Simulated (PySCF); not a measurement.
Gas-phase reaction: TaCl5 + H2O = TaOCl3 + 2 HCl. Level: ωB97M-V/def2-TZVP†; standard pressure 1 bar.

Energies from PySCF, thermal terms from the rigid-rotor harmonic-oscillator model, ideal gas at 1 bar. † marks an energy on the PBE0/def2-TZVP geometry and frequencies. All species are closed-shell singlets. Ta: scalar-relativistic def2 core potential, no spin-orbit coupling. The harmonic model lacks anharmonicity and excited electronic states, which grow with temperature; levels with a mode under 35 cm⁻¹ are left out. Soft modes under 120 cm⁻¹ make the harmonic entropy rough for TaCl5, TaOCl3.

| T (K) | 1000/T (1/K) | log10 K |
|---|---|---|
| 600 | 1.6667 | 2.86 |
| 800 | 1.2500 | ? |
| 1000 | 1.0000 | 4.57 |
| 1200 | 0.8333 | 4.98 |
| 1400 | 0.7143 | 5.27 |
| 1600 | 0.6250 | 5.48 |

Question: Fit log10 K = a + b·(1000/T) to the five rows, get the mean ΔH° and ΔS°, and predict log10 K at 800 K.

Answer: Means: 1000/T = 0.9679, log10 K = 4.632. Sums of products about the means: Sxy = -1.73968, Sxx = 0.689362, so b = Sxy/Sxx = -2.52 and a = 4.632 − (-2.52)×0.9679 = 7.07.
ΔH° = −R ln 10 × 1000 K × b = −19.145 × (-2.52) = 48 kJ; ΔS° = R ln 10 × a = 135 J/K. The run's own values go from 50 kJ and 138 J/K at 600 K to 45 kJ and 133 J/K at 1600 K.
Prediction at 800 K: 7.07 + (-2.52)×1.2500 = 3.92. The computed value is 3.93, 0.01 from the line.
For scale, ΔH°(298 K) is 51 kJ at this level, 40 kJ at ωB97X-V/def2-TZVP†, and runs from -3 to 256 kJ over the 17 levels computed.
